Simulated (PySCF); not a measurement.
Co¹⁷⁺: ionisation energy

Co¹⁷⁺ [Ne] → Co¹⁸⁺ [He] 2s2 2p5 [2p1/2^2 2p3/2^3, M_J = 3/2], as a difference of total energies. Calculation: PySCF 2.14, in an even-tempered Gaussian basis (18 s from 3.8 bohr⁻², ratio 2.4; 12 p from 4.9 bohr⁻², ratio 2.4; 5 d from 23 bohr⁻², ratio 2.6; 5 f from 35 bohr⁻², ratio 2.6); the two-component X2C-1e Hamiltonian. Correlated levels: nothing frozen; the 34 highest virtual spinors dropped. "Screened" scales the spin-orbit matrix elements by Boettger's factors to mimic the two-electron term; Breit and QED terms are absent.

```
                    method  ionisation energy (eV)
           GHF (spin-free)                  1401.6
          GMP2 (spin-free)                  1403.0
 GHF (screened spin-orbit)                  1396.4
GMP2 (screened spin-orbit)                  1397.9
```

For comparison: 1397.2 ± 0.5 eV (measured; NIST Atomic Spectra Database, ionization energies).
